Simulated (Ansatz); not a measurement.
Reaction (redistribution): `OB(O[SiH3])O[SiH3]` + `N[SiH](S)Cl` → `NB(O)O[SiH3]` + `[SiH3]O[SiH](S)Cl`

Computed with Ansatz on PBE0-D4/def2-TZVP structures; ΔE is electronic, products minus reactants. CCSD(T)/CBS is the MP2 limit (def2-TZVPP, def2-QZVPP) plus CCSD(T) − MP2 in def2-TZVPP, frozen cores. One conformer a species, not always the lowest.

```json
{"level": "CCSD(T)/def2-TZVPP", "ΔE (kcal/mol)": "-7.4"}
{"level": "SCS-MP2/def2-QZVPP", "ΔE (kcal/mol)": "-7.9"}
```

What does CCSD(T)/CBS give? (Best estimate.)

Ansatz gave: -7.3 kcal/mol. The listed levels differ from it by -0.1, -0.6 kcal/mol.

Largest T1 diagnostic among the species: 0.012.
